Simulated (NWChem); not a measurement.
CH₄OSTe; SMILES CO[Te]S

```xyz
8

Te    -0.6391     0.0040     0.0462
O      0.4649    -1.5595     0.6132
C      1.3538    -2.1059    -0.3269
H      2.1610    -1.4002    -0.5964
H      1.8158    -2.9888     0.1444
H      0.8514    -2.4293    -1.2575
S      1.0268     1.7210    -0.0824
H      1.0318     2.0747     1.2247
```
Atoms are numbered in this order, from 1.

Level: PBE0/def2-SVP with def2 effective core potentials on Te (NWChem), optimised geometry, unscaled harmonic frequencies. def2 effective core potentials on Te; no spin-orbit coupling.

| frequency (cm⁻¹) | IR intensity (km/mol) |
|---|---|
| 77 | 2.6 |
| 134 | 1.4 |
| 212 | 11.3 |
| 277 | 4.1 |
| 358 | 20.8 |
| 371 | 19.1 |
| 553 | 41.2 |
| 765 | 2.0 |
| 1112 | 129.1 |
| 1170 | 3.3 |
| 1180 | 12.4 |
| 1448 | 8.9 |
| 1455 | 13.6 |
| 1479 | 16.5 |
| 2689 | 0.2 |
| 3006 | 70.2 |
| 3091 | 31.5 |
| 3127 | 15.2 |

```yaml
zero_point_energy: 32.2 kcal/mol
thermal correction to the enthalpy at 298.15 K (with zero-point energy): 36.7 kcal/mol
heat capacity Cv: 19.3 cal/(mol K)
entropy at 298.15 K and 1 atm (symmetry number 1): 82.8 cal/(mol K)
```

Rigid rotor and harmonic oscillator; modes under 100 cm⁻¹ make the entropy uncertain.
